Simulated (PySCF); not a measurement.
Calculated NMR data

Non-relativistic, fast rotation and ring inversion assumed for equivalent nuclei, single conformer, no solvent. Geometry: GFN2-xTB; NMR shieldings at PBE0/pcSseg-1/GIAO; PySCF 2.14.0 with density-fitted response routines.

Shifts are taken against calculated references (same method and geometry level): $^{1}$H, $^{13}$C against TMS. Splittings of carbon signals by F and P are missing where no couplings were computed. Where no couplings were computed, multiplicities follow the n + 1 count of equivalent neighbours, and m marks all less simple cases (inequivalent or close neighbours, rings, F or P nearby). Acid and N–H amide carbonyl carbons lie up to 10 ppm further downfield in solution (hydrogen bonding). Shifts are as computed. Against solution values, carbons near 30 ppm lie about +3 ppm off and those near 130 ppm about +5 ppm. Of 1211 compounds with measured shifts, 218 miss one by over three times the rms of a fit or turn the order of signals round; such compounds aren't used in these exercises. OH and NH positions are gas-phase values without hydrogen bonding to other molecules.

**1.** SMILES [SiH]1(NC)CNC1, C$_{3}$H$_{10}$N$_{2}$Si. $^{1}$H NMR (400 MHz, computed): δ 5.33 (m, 1H), 3.45 (m, 2H), 3.26 (m, 2H), 2.90 (s, 3H), 0.76 (br s, 1H), 0.34 (br s, 1H). $^{13}$C{$^{1}$H} NMR (computed): δ 50.7, 32.7.

**2.** SMILES O=Cc1cpccc1F, C$_{6}$H$_{4}$FOP. $^{1}$H NMR (400 MHz, computed): δ 10.74 (m, 1H), 10.19 (m, 1H), 9.51 (m, 1H), 8.13 (m, 1H). $^{13}$C{$^{1}$H} NMR (computed): δ 189.6, 177.0, 174.2, 168.8, 131.5, 129.5.

**3.** SMILES CC(=O)N/C=C/F, C$_{4}$H$_{6}$FNO. $^{1}$H NMR (400 MHz, computed): δ 7.61 (m, 1H), 7.09 (m, 1H), 5.55 (br, 1H), 1.97 (s, 3H). $^{13}$C{$^{1}$H} NMR (computed): δ 166.0 (C), 146.8 (CH), 119.9 (CH), 24.2 (CH3).
